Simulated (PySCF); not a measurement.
# Frontier levels across methods

Species: C₄H₅B.
Atom-mapped SMILES: `[BH2:1]/[CH:2]=[CH:3]\[C:4]#[CH:5]` (hydrogens: H6, H7 on B1; H8 on C2; H9 on C3; H10 on C5)

Cartesian coordinates in Å at the PBE0-D3(BJ)/def2-SVP level; atoms count from 1:
```
atom  x, y, z in Å
B1    -1.0980   -1.3140    0.5280
C2    -1.2059    0.2241    0.5557
C3    -0.1474    1.0639    0.4038
C4     1.2058    0.6869    0.1985
C5     2.3805    0.4340    0.0210
H6    -0.0252   -1.8436    0.3645
H7    -2.0841   -1.9990    0.6695
H8    -2.1747    0.7144    0.7040
H9    -0.3101    2.1501    0.4362
H10    3.4150    0.1905   -0.1355
```

Basis pcSseg-2 throughout (PySCF), one geometry. Isolated species at its PBE0-D3(BJ)/def2-SVP geometry, gas phase.

Question: How do the orbital energies, the gap and the dipole change with the method?

Answer: 
| method | kind | HOMO (eV) | LUMO (eV) | gap (eV) | μ (D) | SCF cycles |
| --- | --- | --- | --- | --- | --- | --- |
| BLYP | GGA | -6.47 | -3.34 | 3.12 | 1.48 | 16 |
| B97-D | GGA | -6.55 | -3.35 | 3.20 | 1.44 | 16 |
| KT3 | GGA | -6.61 | -3.42 | 3.19 | 1.42 | 16 |
| KT2 | GGA | -6.62 | -3.48 | 3.15 | 1.46 | 16 |
| OPBE | GGA | -6.64 | -3.42 | 3.22 | 1.45 | 17 |
| PBE | GGA | -6.66 | -3.52 | 3.14 | 1.49 | 16 |
| BP86 | GGA | -6.74 | -3.58 | 3.15 | 1.49 | 16 |
| LDA | LDA | -6.87 | -3.77 | 3.10 | 1.53 | 15 |
| B97-2 | global hybrid | -7.35 | -2.62 | 4.73 | 1.32 | 14 |
| B3LYP | global hybrid | -7.38 | -2.80 | 4.58 | 1.34 | 15 |
| PBE0 | global hybrid | -7.60 | -2.63 | 4.98 | 1.32 | 14 |
| mPW1PW91 | global hybrid | -7.61 | -2.62 | 4.99 | 1.32 | 14 |
| BHandHLYP | global hybrid | -8.39 | -1.59 | 6.80 | 1.18 | 13 |
| CAM-B3LYP | range-separated hybrid | -8.79 | -1.55 | 7.25 | 1.23 | 13 |
| wB97X-D | range-separated hybrid | -9.32 | -0.84 | 8.48 | 1.21 | 15 |
| HF | Hartree–Fock | -9.60 | 0.88 | 10.48 | 1.02 | 13 |
| LC-wPBE | range-separated hybrid | -10.11 | -0.47 | 9.64 | 1.12 | 15 |

The HOMO spans 3.65 eV, from BLYP down to LC-wPBE, and the gap runs from 3.10 eV (LDA) to 10.48 eV (HF). Over the methods BLYP (0 %), B97-D (0 %), KT3 (0 %), KT2 (0 %), OPBE (0 %), PBE (0 %), BP86 (0 %), LDA (0 %), B97-2 (21 %), B3LYP (20 %), PBE0 (25 %), mPW1PW91 (25 %), BHandHLYP (50 %), HF (100 %), a straight line through the gap against the share of exact exchange rises by 0.73 eV for each 10 % (correlation coefficient 1.000). The dipole ranges from 1.02 D (HF) to 1.53 D (LDA). This basis has no diffuse functions.
